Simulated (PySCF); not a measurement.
# GaSn at BP86

Level: BP86. Ga cc-pVDZ-PP with ECP10, Sn cc-pVDZ-PP with ECP28; scalar-relativistic core potentials (PySCF 2.14).

```
state                                            : ⁴Σ⁻ (quartet), unpaired electrons σ ↑, π ↑↑
bond length                                      : 2.711 Å
harmonic wavenumber                              : 171 cm⁻¹
force constant                                   : 0.755 mdyn/Å
rotational constant Be                           : 0.05242 cm⁻¹
anharmonicity ωexe                               : 0.505 cm⁻¹
vibration–rotation constant αe                   : 0.000225 cm⁻¹
well depth De to Ga + Sn                         : 216 kJ/mol
dissociation energy D0                           : 215 kJ/mol
bond order (Mayer)                               : 1.51
dipole moment (positive dipole means Ga(−)Sn(+)) : -0.83 D
```

Spin–orbit coupling is left out, which matters for elements this heavy, above all for dissociation energies. The state was picked by a PBE0 search and need not be the measured ground state.
